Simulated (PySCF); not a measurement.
C₄HF₂N.
Numbering: `[N:1]#[C:2][C@:3]1([F:4])[CH:5]=[C:6]1[F:7]` (hydrogens: H8 on C5)

Structure used (GFN2-xTB), in Å, numbered top down from 1:
```xyz
8
C4HF2N angstrom
N      2.5849   -0.6352   -0.2451
C      1.4465   -0.5881   -0.1542
C      0.0238   -0.4991   -0.0312
F     -0.5829   -1.7389    0.0001
C     -0.7674    0.6546   -0.6159
C     -0.6472    0.6217    0.6785
F     -0.8936    1.1234    1.8555
H     -1.1551    1.0710   -1.5124
```

Method: TDDFT B3LYP/def2-SVPD, vertical, gas phase, core orbitals frozen in the response (PySCF).

Kohn–Sham orbitals with the atoms that hold most of them (Löwdin shares over 4%, at most four atoms; ? is withheld):

```tsv
orbital	ε (eV)	atoms
HOMO-3	-10.52	N1 57%, C2 15%, F4 8%, C5 6%
HOMO-2	-10.35	N1 46%, C2 34%, F4 7%, C3 5%
HOMO-1	-9.22	?
HOMO	-9.12	N1 22%, C3 15%, C6 14%, C2 14%
LUMO	-1.36	?
LUMO+1	-0.52	C6 20%, N1 19%, C2 17%, C5 16%
LUMO+2	-0.38	C2 27%, N1 26%, C3 14%, C6 12%
```

Give the leading atoms of the LUMO.

C5 (bonded to 2 C and H) 33%; C6 (bonded to 2 C and F) 29%; F7 (bonded to C) 9%; C3 (bonded to 3 C and F) 8%. By element: carbon 70% or more, fluorine 9% or more.

Give the leading atoms of the HOMO-1.

C5 (bonded to 2 C and H) 28%; C6 (bonded to 2 C and F) 21%; N1 (bonded to C) 14%; C2 (bonded to C and N) 10%. By element: carbon 60% or more, nitrogen 14%.

How does S1 compare with the orbital gap of 7.76 eV?

S1 is at 6.55 eV (f = 0.016), 1.20 eV below the gap, made of HOMO→LUMO (86%). 

Next come S2 at 7.01 eV (f 0.024), HOMO-1→LUMO (61%), HOMO→LUMO+1 (12%); S3 at 7.11 eV (f 0.0052), HOMO→LUMO+2 (62%), HOMO→LUMO+1 (18%); S4 at 7.44 eV (f 0.0043), HOMO-1→LUMO+2 (44%), HOMO→LUMO+1 (39%); S5 at 7.70 eV (f 0.033), HOMO-1→LUMO+1 (63%), HOMO-1→LUMO+2 (11%).
